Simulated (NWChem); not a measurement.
Molecule: CH6AsB; SMILES CB[AsH2]

```xyz
9

B     -0.6166     1.1099     0.0650
As     0.0222    -0.7891    -0.0365
H     -0.8672    -1.3877     1.0357
H      1.2696    -0.6654     0.8199
H     -1.8175     1.2703     0.0967
C      0.3239     2.3499    -0.0366
H      0.2033     2.9180     0.9061
H     -0.0179     3.0419    -0.8258
H      1.3943     2.1405    -0.1723
```
Atoms are numbered in this order, from 1.

Computed with NWChem. Structure relaxed at the PBE0/def2-SVP level. GIAO values for the isolated, static molecule; σ is the absolute isotropic shielding, δ = σ(reference) − σ with the isolated reference molecule computed at the same levels (11B: boron trifluoride, 13C: tetramethylsilane, 1H: tetramethylsilane).

For level LDA (Slater exchange, VWN5)/pcSseg-1:

```yaml
"δ B1 (ppm)": 101.7
"σ As2 (ppm)": 1628.4
"δ H3 (ppm)": 3.83
"δ H4 (ppm)": 3.56
"δ H5 (ppm)": 9.67
"δ C6 (ppm)": 23.2
"δ H7 (rotor mean) (ppm)": 1.72
```

Task: Estimate the same quantities for level PBE0/pcSseg-1.

Result: 
| Quantity | Value |
|---|---|
| δ B1 (ppm) | 93.3 |
| σ As2 (ppm) | 1713.9 |
| δ H3 (ppm) | 3.42 |
| δ H4 (ppm) | 3.19 |
| δ H5 (ppm) | 9.30 |
| δ C6 (ppm) | 20.0 |
| δ H7 (rotor mean) (ppm) | 1.59 |
